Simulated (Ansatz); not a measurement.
Two members of one family ((CdS)n off), computed with Ansatz in the gas phase; def2 core potentials for Cd, no spin–orbit coupling. Binding counts from free atoms in the multiplicity of their measured ground term, without zero-point energy. The structures are stationary points that may keep the symmetry of their start.

First: Cd4S5 (singlet, charge 0, PBE-D4/def2-SVP geometry).

```tsv
atom	x (Å)	y (Å)	z (Å)
Cd1	-0.865	-0.888	1.487
Cd2	-1.029	-1.011	-1.761
Cd3	-0.462	1.789	-0.507
Cd4	1.784	-0.448	-0.536
S5	1.469	1.459	1.236
S6	0.574	0.539	2.931
S7	0.338	-2.506	-0.156
S8	0.700	0.737	-2.573
S9	-2.509	0.328	-0.121
```

```json
{"level": "PBE-D4/def2-SVP", "HOMO (eV)": "-5.25", "LUMO (eV)": "-4.00", "gap (eV)": "1.25", "binding per atom (eV)": "2.15"}
{"level": "PBE-D4/def2-TZVP", "HOMO (eV)": "-5.31", "LUMO (eV)": "-4.00", "gap (eV)": "1.31", "binding per atom (eV)": "2.12"}
{"level": "revPBE-D4/def2-TZVP", "HOMO (eV)": "-5.23", "LUMO (eV)": "-3.87", "gap (eV)": "1.36", "binding per atom (eV)": "2.02"}
{"level": "PBE0-D4/def2-SVP", "HOMO (eV)": "-6.24", "LUMO (eV)": "-3.32", "gap (eV)": "2.92", "binding per atom (eV)": "2.10"}
{"level": "PBE0-D4/def2-TZVP", "HOMO (eV)": "-6.27", "LUMO (eV)": "-3.29", "gap (eV)": "2.98", "binding per atom (eV)": "2.09"}
```

Second: Cd6S5 (singlet, charge 0, PBE-D4/def2-SVP geometry).

```xyz
11

Cd   -2.463   -1.072    0.439
Cd   -0.795    1.909   -1.790
Cd    0.819   -0.419   -0.353
Cd    4.063    0.945   -0.333
Cd    3.376   -2.293   -0.022
Cd   -2.853    3.871   -2.463
S     0.844   -1.861    1.686
S    -0.527   -0.739    2.864
S    -1.568   -0.552   -1.697
S    -2.465   -1.636    2.754
S     1.568    1.846   -1.086
```

Problem. What does the change do? Estimate second minus first.

Solution. 
```json
{"level": "PBE-D4/def2-SVP", "Δ HOMO (eV)": "0.45", "Δ LUMO (eV)": "0.15", "Δ gap (eV)": "-0.31", "Δ binding per atom (eV)": "-0.45"}
{"level": "PBE-D4/def2-TZVP", "Δ HOMO (eV)": "0.49", "Δ LUMO (eV)": "0.13", "Δ gap (eV)": "-0.36", "Δ binding per atom (eV)": "-0.43"}
{"level": "revPBE-D4/def2-TZVP", "Δ HOMO (eV)": "0.52", "Δ LUMO (eV)": "0.10", "Δ gap (eV)": "-0.42", "Δ binding per atom (eV)": "-0.42"}
{"level": "PBE0-D4/def2-SVP", "Δ HOMO (eV)": "1.10", "Δ LUMO (eV)": "-0.16", "Δ gap (eV)": "-1.26", "Δ binding per atom (eV)": "-0.49"}
{"level": "PBE0-D4/def2-TZVP", "Δ HOMO (eV)": "1.11", "Δ LUMO (eV)": "-0.19", "Δ gap (eV)": "-1.30", "Δ binding per atom (eV)": "-0.47"}
```
